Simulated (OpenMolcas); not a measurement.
# 4d ions of charge +4 along the row

```
Program             : OpenMolcas
Method              : MS-CASPT2, IPEA 0.25 Eh, imaginary shift 0.1 Eh
Basis               : ANO-R3
Scalar Hamiltonian  : X2C, finite nucleus
Spin-orbit coupling : state interaction with AMFI integrals over the reference wave functions, term energies averaged over their components
```

Active space: the 4d shell; CASPT2 also correlates the outermost closed s and p core shells.

B and C come from two terms' centres of gravity (d2, d8: 3P = 15B, 1G = 12B + 2C; d3, d7: 4P = 15B, 2G = 4B + 3C; d4, d6: 3G = 9B + 4C, 3H = 4B + 4C; d5: 4D = 17B + 5C, 4G = 10B + 5C, above the ground term), where all their levels are at least 80 % pure. ζ = ±2S·A comes from the whole width of the ground multiplet by E(J) = (A/2) J(J+1), where its levels are at least 85 % pure. Energies in cm-1.

```json
{"Ion": "Tc4+", "Configuration": "4d3", "Lowest level": "4F 3/2", "Weight (%)": "99", "B": "731", "C": "3044", "ζ": "1070", "ζ measured": ""}
{"Ion": "Ru4+", "Configuration": "4d4", "Lowest level": "5D0", "Weight (%)": "97", "B": "", "C": "", "ζ": "1373", "ζ measured": ""}
{"Ion": "Rh4+", "Configuration": "4d5", "Lowest level": "6S 5/2", "Weight (%)": "99", "B": "", "C": "", "ζ": "", "ζ measured": ""}
{"Ion": "Pd4+", "Configuration": "4d6", "Lowest level": "5D4", "Weight (%)": "98", "B": "", "C": "", "ζ": "1672", "ζ measured": ""}
{"Ion": "Ag4+", "Configuration": "4d7", "Lowest level": "4F 9/2", "Weight (%)": "96", "B": "", "C": "", "ζ": "1980", "ζ measured": "2028"}
```

Measured columns use the levels in the list in Gamrath, thesis, University of Mons (2023) (Ag4+).

The computed ζ goes from 1070 (Tc4+) to 1980 cm-1 (Ag4+), a factor of 1.85, rising at every step.

CASPT2 breaks the degeneracy within a term, and the mean is taken; among the low terms the widest spread is 1600 cm-1 (4d6 1I, Pd4+). The CASPT2 spread within a term exceeds the gap to the next term for 4d4 3D and 4d4 1I, 4d4 1I and 4d4 1G(1), 4d4 3P(2) and 4d4 3F(2), so the order of their levels is uncertain, and so are names and mixing where such terms share a J (figures for Ru4+; the like holds for Rh4+, Pd4+). Blocks of more than 70 roots (2S+1 = 2 even) ran without multistate coupling (holds for Rh4+). Computed and measured levels are paired by configuration, term and J; levels that our copy of the source lacks, or whose pairing is in doubt (as where it misses far off the trend of its configuration), stay unpaired and out of the deviations. Levels of configurations outside the active space are missing.

A number in round brackets counts repeated terms of one configuration in the order of the reference energies.
